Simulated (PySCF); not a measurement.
**Exercise with solution: oscillator strength and radiative lifetime**

B(F)(NHMe)(OH) (CH₅BFNO), SMILES CNB(O)F.

Geometry: r2SCAN-D4/def2-SVP. This is a generated structure with no PubChem entry under its InChIKey; it may be hypothetical. The values are those of a single conformer.

TDA-PBE/def2-SVPD run with PySCF puts the first singlet state with f over 0.02 at 7.88 eV (vertical), with the transition dipole (0.234, 0.283, 0.659) in atomic units.

Find the oscillator strength, the wavelength and the radiative lifetime that this transition would have in vacuum if emission retraced absorption.


|μ|² = 0.5691 au, so |μ| = 1.92 D. ΔE = 7.88/27.211 = 0.2896 hartree. f = (2/3) ΔE |μ|² = 0.110 (the program prints 0.110).
λ = 1239.84/7.88 = 157 nm; ν = 63556 cm⁻¹.
Einstein's coefficient A = 0.6670 ν² f s⁻¹ (ν in cm⁻¹) = 3.0e8 s⁻¹, so τ = 1/A = 3.4 ns. This state is S6; the lower singlets have f = 0.000, 0.004, 0.015, 0.012, 0.002. The figure is the radiative limit of this one transition; relaxation, internal conversion, crossing to triplets and a medium change what is measured.
